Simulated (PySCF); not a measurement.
## What went wrong, or what changed?

The sound run of La(NO2)3 (singlet) uses PySCF 2.14.0, RKS TPSS, La lcecp-1-SVP with ECP46, O def2-SVP, N def2-SVP; non-relativistic Hamiltonian with scalar-relativistic core potentials where named; density fitting; no spin-orbit coupling, grid (50, 194), threshold 1e-8 and 55 cycles at the relaxed geometry. This run, with dm0 from free metal ions and neutral atoms, differs:

```python
mol = gto.M(atom='''
La     0.00000    -0.00000    -0.00000
O      2.25443    -0.00001     1.06135
O      2.25443    -0.00001    -1.06135
N      2.96485    -0.00001     0.00000
O     -1.12721     1.95240     1.06135
O     -1.12721     1.95240    -1.06135
N     -1.48241     2.56765    -0.00000
O     -1.12723    -1.95239     1.06135
O     -1.12723    -1.95239    -1.06135
N     -1.48244    -2.56763    -0.00000''',
    basis={'La': 'lcecp-1-SVP', 'O': 'def2-SVP', 'N': 'def2-SVP'},
    ecp={'La': 'lcecp-1-SVP'},
    charge=-3, spin=0)
mf = dft.RKS(mol, xc='TPSS')
mf.grids.atom_grid = (50, 194)  # f atoms: unpruned, at least (60, 302)
mf = mf.density_fit()  # fitting sets: La AutoAux, O def2-universal-JKFIT, N def2-universal-JKFIT
mf.conv_tol = 1e-08; mf.max_cycle = 67
mf.kernel(dm0)
```

Q: What was changed, and how did it end?

A: The charge was changed. The program refused it. The cycle limit differs too. These settings are unsound on purpose: the numbers aren't the compound's.
```
RuntimeError: Electron number 83 and spin 0 are not consistent
Note mol.spin = 2S = Nalpha - Nbeta, not 2S+1
```

Run from Python with OMP_NUM_THREADS=4; the lines above give its settings.

No frequency check is given that shows the relaxed geometry to be a minimum.
